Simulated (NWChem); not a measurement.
A series in which one site is exchanged, each optimised at PBE0/def2-SVP with NWChem, gas phase unless a solvent is named. 

A: [F][Ge]([CH3])([F])[Cl] (CH3ClF2Ge; site = Ge)
B: C[Si](F)(F)Cl (CH3ClF2Si; site = Si)
C: FC(F)(Cl)C (C2H3ClF2; site = C)

```json
[
 {"quantity": "highest harmonic frequency (cm⁻¹), PBE0/def2-SVP", "A": "3207", "B": "3186", "C": "[?]"},
 {"quantity": "static polarisability, CAM-B3LYP/def2-SVPD (bohr³)", "A": "53.6", "B": "48.8", "C": "[?]"},
 {"quantity": "lowest singlet excitation, CAM-B3LYP/def2-SVPD, TDA (eV)", "A": "7.62", "B": "8.77", "C": "[?]"}
]
```

Question: Fill in the missing entries.

Answer: 
- highest harmonic frequency (cm⁻¹), PBE0/def2-SVP, C: 3214
- static polarisability, CAM-B3LYP/def2-SVPD (bohr³), C: 42.2
- lowest singlet excitation, CAM-B3LYP/def2-SVPD, TDA (eV), C: 7.74
